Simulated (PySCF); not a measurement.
Geometry:
```tsv
atom	x (Å)	y (Å)	z (Å)
N1	0.347	-2.730	1.510
C2	0.227	-1.763	0.882
C3	0.067	-0.571	0.098
C4	-1.301	-0.276	-0.516
C5	-1.399	1.224	-0.450
C6	-0.357	1.777	0.182
C7	0.659	0.761	0.567
C8	1.287	0.015	-0.571
H9	-2.104	-0.759	0.066
H10	-1.381	-0.666	-1.545
H11	-2.235	1.777	-0.883
H12	-0.224	2.844	0.368
H13	1.197	0.833	1.516
H14	2.233	-0.499	-0.385
H15	1.159	0.417	-1.580
```

Theory: PBE0-D3(BJ)/def2-SVP geometry, shielding tensors at PBE0/pcSseg-1 (GIAO), couplings computed with B3LYP/pcJ-1 (spin–dipole term only in couplings to heteroatoms), in PySCF 2.14.0 with density-fitted response routines (no solvent, one computed conformer, non-relativistic Hamiltonian).

Predict the 2D correlation tables (HSQC, COSY, HMBC).

Results:



HSQC (one-bond C–H):
| δH | δC | 1J(C,H) (Hz) |
| --- | --- | --- |
| 6.13 (H12) | 143.2 (C6) | 177 |
| 5.60 (H11) | 137.8 (C5) | 175 |
| 2.83 (H9) | 42.5 (C4) | 139 |
| 2.59 (H10) | 42.5 (C4) | 140 |
| 2.30 (H13) | 37.7 (C7) | 181 |
| 1.39 (H14) | 26.9 (C8) | 171 |
| 0.27 (H15) | 26.9 (C8) | 176 |

COSY cross peaks (|J| ≥ 2 Hz):
| δH | δH | abs. J (Hz) | bonds |
| --- | --- | --- | --- |
| 6.13 (H12) | 5.60 (H11) | 6.9 | 3 |
| 6.13 (H12) | 2.83 (H9) | 3.2 | 4 |
| 6.13 (H12) | 2.59 (H10) | 3.1 | 4 |
| 6.13 (H12) | 2.30 (H13) | 2.5 | 3 |
| 5.60 (H11) | 2.83 (H9) | 3.1 | 3 |
| 5.60 (H11) | 2.59 (H10) | 3.0 | 3 |
| 2.83 (H9) | 2.59 (H10) | 21.1 | 2 |
| 2.59 (H10) | 2.30 (H13) | 3.8 | 4 |
| 2.30 (H13) | 1.39 (H14) | 8.9 | 3 |
| 2.30 (H13) | 0.27 (H15) | 4.7 | 3 |
| 1.39 (H14) | 0.27 (H15) | 4.8 | 2 |

HMBC (two and three bonds, |J| ≥ 2.5 Hz):
| δH | δC [abs. J in Hz] |
| --- | --- |
| 6.13 (H12) | 137.8 (C5) [4.2], 42.5 (C4) [10.5], 37.7 (C7) [11.1], 13.9 (C3) [6.3] |
| 5.60 (H11) | 143.2 (C6) [3.9], 42.5 (C4) [9.3], 37.7 (C7) [11.5], 13.9 (C3) [9.0] |
| 2.83 (H9) | 143.2 (C6) [6.5], 137.8 (C5) [8.0], 127.2 (C2) [5.9], 26.9 (C8) [4.4], 13.9 (C3) [4.9] |
| 2.59 (H10) | 143.2 (C6) [7.0], 137.8 (C5) [4.9], 26.9 (C8) [3.0] |
| 2.30 (H13) | 137.8 (C5) [6.5], 127.2 (C2) [4.9] |
| 1.39 (H14) | 143.2 (C6) [3.8], 127.2 (C2) [6.3], 42.5 (C4) [2.5] |
| 0.27 (H15) | 143.2 (C6) [4.7], 127.2 (C2) [2.9], 42.5 (C4) [4.0] |

Chemical shifts δ = σref − σ; 1H and 13C vs TMS, all at this level.

Short H···H contacts in this conformer between protons four or more bonds apart (candidates for NOE cross peaks, intensity ∝ r⁻⁶): H10···H15 2.76 Å.

Unscaled 3J(H,H) at this level run about 10 % above measured values. Shifts are as computed. Against solution values, carbons near 30 ppm lie about +2 ppm off and those near 130 ppm about +5 ppm. Of 1211 compounds with measured shifts, 218 miss one by over three times the rms of a fit or turn the order of signals round; such compounds aren't used in these exercises.
